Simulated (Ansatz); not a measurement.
Reaction (formal exchange of groups at a Ga–F bond): `[F][Ga]([SH])[Br]` + CH₄ → `[CH3][Ga]([SH])[Br]` + H–F

Program: Ansatz. Geometries: PBE0-D4/def2-TZVP. ΔE: electronic, gas phase. CCSD(T)/CBS adds triple-zeta CCSD(T) − MP2 to the extrapolated MP2 energy (def2 sets, frozen cores). This one scheme is used for every species. Functionals use def2-TZVPP. For Br, Ga outer-core shells are correlated without core-valence functions, which leaves a few kJ/mol of doubt a bond. Scalar relativity is left out up to krypton. Each species was taken in one conformer, which may not be the lowest.

`[F][Ga]([SH])[Br]`:

Cartesian coordinates in Å:
```
F 0.244 -1.806 0.313
Ga -0.108 -0.105 0.476
S 0.126 1.167 -1.269
Br -0.779 0.619 2.506
H 0.516 0.125 -2.025
```

CH₄:

Cartesian coordinates in Å:
```
C 0.000 0.000 0.000
H 1.083 0.028 0.118
H -0.247 -0.140 -1.052
H -0.428 0.938 0.352
H -0.408 -0.826 0.582
```

`[CH3][Ga]([SH])[Br]`:

Z-matrix (Å, degrees):
```
C
Ga 1 1.949
H 1 1.091 2 109.4
H 1 1.090 2 111.1 3 120.9
H 1 1.091 2 109.4 3 -118.2
S 2 2.195 1 125.1 3 -121.0
Br 2 2.301 1 120.0 3 59.0
H 6 1.343 2 93.6 1 -180.0
```

H–F:

Z-matrix (Å, degrees):
```
F
H 1 0.920
```

```json
{"species": "`[F][Ga]([SH])[Br]`", "B97M-V energy (Eh)": "-4996.87822"}
{"species": "CH₄", "B97M-V energy (Eh)": "-40.53068"}
{"species": "`[CH3][Ga]([SH])[Br]`", "B97M-V energy (Eh)": "-4936.92118"}
{"species": "H–F", "B97M-V energy (Eh)": "-100.45017"}
```

(1) Work out ΔE.

(2) What do rigid-rotor, harmonic-oscillator terms from PBE0-D4/def2-TZVP frequencies (298.15 K, 1 bar) make of the CCSD(T)/CBS value? (Estimate.)

Largest T1 diagnostic among the species: 0.012.

## Answers

(1) ΔE = (-4936.92118) + (-100.45017) − (-4996.87822) − (-40.53068) = 0.03755 Eh = +98.6 kJ/mol. CCSD(T)/CBS gives +74.1 kJ/mol.

(2) Ansatz gave: ΔZPE = -3.7 kJ/mol, ΔH = +72.3 kJ/mol, ΔS = 14 J/(mol·K), ΔG = +68.2 kJ/mol. Modes under 50 cm⁻¹ make the entropy rough.

From r2SCAN to r2SCAN0 (25 % exact exchange), in def2-TZVPP and without D4, ΔE moves by −4.7 kJ/mol. The D4 term adds −6.7 kJ/mol with B3LYP and −3.7 kJ/mol with PBE0; it sums over pairs of atoms, weighted by their polarisabilities, and B3LYP, whose exchange is more repulsive, gets the larger term. At CCSD(T), def2-SVP lies +33.4 kJ/mol from the extrapolated value and def2-TZVPP +7.2 kJ/mol.

B3LYP here is the variant with VWN-RPA as its local correlation; programs differ in this.
